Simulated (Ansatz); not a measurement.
# Match the barriers

Saddle point of Si2H7ClOF2, singlet (Si₂H₄F₂ ([F][SiH]([F])[SiH3]) + HCl + H₂O → SiHClF₂ ([F][SiH]([F])[Cl]) + SiH₄ + H₂O; bonds formed: Si1–Cl7, Si2–H8, H6–O9; bonds broken: Si1–Si2, H6–Cl7, H8–O9), PBE0-D4/def2-TZVP structure:

Si1  (-0.493, 1.040, -0.602)
Si2  (0.894, -1.018, -0.854)
F3  (-1.292, 0.314, -1.830)
F4  (-1.751, 1.191, 0.399)
H5  (-0.078, 2.248, -1.327)
H6  (0.091, 0.099, 2.037)
Cl7  (0.976, 1.657, 1.081)
H8  (-0.210, -0.647, 0.625)
O9  (-0.460, -0.714, 1.830)
H10  (1.916, -1.458, 0.128)
H11  (0.240, -2.165, -1.527)
H12  (1.548, -0.133, -1.860)
H13  (-1.380, -0.414, 1.898)
(Å)

Ansatz 0.2.0; basis: def2-TZVPP, with def2-QZVPP for the basis limit; cores frozen in the correlated methods. Extrapolation: Hartree–Fock as exp(−7.88 √X), correlation as X^−2.97. Four methods, as single points on the PBE0-D4 structures, gave these electronic barriers from the start structure: 31.32, 36.75, 45.73, 62.52 kcal/mol.

Question: The methods were, in alphabetical order, BHLYP-D4, BLYP-D4, HF, r2SCAN-D4. Which gave which? (A judgement: the text doesn't fix the answer.)

Answer: Computed: r2SCAN-D4 31.32; BLYP-D4 36.75; BHLYP-D4 45.73; HF 62.52 kcal/mol. For comparison, CCSD(T) at an estimated basis limit (MP2 extrapolated from triple and quadruple zeta, plus CCSD(T) − MP2 in triple zeta) gives 40.35 kcal/mol.

The T1 diagnostic stays at or below 0.013.

Labels in which every atom is bracketed show which atoms are joined, not bond orders.

For scale, one of the runs: CCSD(T)/def2-TZVPP, 317 basis functions, launched by `ansatz run in.yaml --threads 4 --pin off --events-out ev --progress --plain --max-ram 66560MiB --backend cuda --devices 0, --max-vram 37GiB`. Time: 6.5 s of wall clock on 4 CPU threads of an AMD EPYC 7R13 and a share of one NVIDIA H100; the host was shared. Peak host memory: 0.83 GiB.
